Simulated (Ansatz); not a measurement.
C2H3F2, SMILES C[C](F)F, multiplicity 2.

Geometry: r2SCAN-D4/def2-SVP. The isomer is the one that the SMILES or the coordinates give; other isomers of the formula were not compared.

Two levels are set side by side: PBE/def2-SVPD (Ansatz, a program for electronic structure) and ωB97X-V/def2-SVPD (Ansatz). Energy differences of separate SCF runs at the same geometry; the states with an electron removed or added have multiplicity 1 and 1. Differences are taken from unrounded values.

| quantity | ωB97X-V | PBE | PBE minus ωB97X-V |
|---|---|---|---|
| vertical ionisation energy (eV) | 9.30 | 8.98 | -0.32 |
